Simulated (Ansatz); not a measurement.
Pulling on the Si1–F3 bond in FHSi (SMILES F[SiH]) (multiplicity 1 held, fragments rigid). Energies count from the point at 1.620 Å.
Geometry at that point (charge 0, multiplicity 1):
```xyz
3

Si    -0.20727    -0.34539     0.44957
H     -1.00311    -1.19490    -0.55577
F      0.43388     0.67003    -0.63758
```

Signs of static correlation in cc-pV(T+d)Z, with CASSCF(6,4), from Ansatz (an electronic-structure program) runs.

| R (Å) | T1 of restricted CCSD | ⟨S²⟩ of UHF | largest double amplitude of restricted CCSD | weight of the CASSCF reference in MRCISD | CASSCF natural occupations |
|---|---|---|---|---|---|
| 1.296 | 0.012 | 0.251 | 0.090 | 0.921 | 2.00 2.00 1.99 0.01 |
| 1.458 | 0.013 | 0.269 | 0.092 | 0.919 | 2.00 2.00 1.99 0.01 |
| 1.620 | 0.015 | 0.277 | 0.092 | 0.916 | 2.00 2.00 1.99 0.01 |
| 1.782 | 0.017 | 0.274 | 0.092 | 0.915 | 2.00 2.00 1.98 0.02 |
| 1.944 | 0.020 | 0.263 | 0.091 | 0.914 | 2.00 2.00 1.97 0.03 |
| 2.187 | 0.025 | 0.237 | 0.088 | 0.912 | 2.00 2.00 1.96 0.04 |
| 2.430 | ___ | 0.207 | 0.075 | 0.912 | 2.00 2.00 1.93 0.07 |
| 2.835 | ___ | 0.936 | 0.127 | 0.912 | 2.00 2.00 1.80 0.21 |
| 3.240 | 0.080 | 1.008 | 0.201 | 0.914 | 2.00 2.00 1.52 0.48 |
| 3.726 | 0.148 | 1.029 | 0.425 | 0.915 | 2.00 2.00 1.26 0.74 |
| 4.374 | 0.100 | 1.041 | 0.087 | 0.915 | 2.00 2.00 1.10 0.90 |
| 5.184 | 0.379 | 1.039 | 2.034 | 0.915 | 2.00 2.00 1.03 0.97 |

What belongs in the gaps?


- 2.430, T1 of restricted CCSD: 0.031
- 2.835, T1 of restricted CCSD: 0.048

Doubts at one or more of the structures used: active orbitals that take no part (SC-NEVPT2 on CASSCF(6,4)/cc-pV(T+d)Z); a restricted determinant that unrestricted orbitals would lower (R-CCSD(T)/cc-pV(T+d)Z); T1 above 0.05 (R-CCSD(T)/cc-pV(T+d)Z, U-CCSD(T)/cc-pV(T+d)Z); other coupled-cluster roots lie near (R-CCSD(T)/cc-pV(T+d)Z); a spin-contaminated determinant (U-CCSD(T)/cc-pV(T+d)Z).
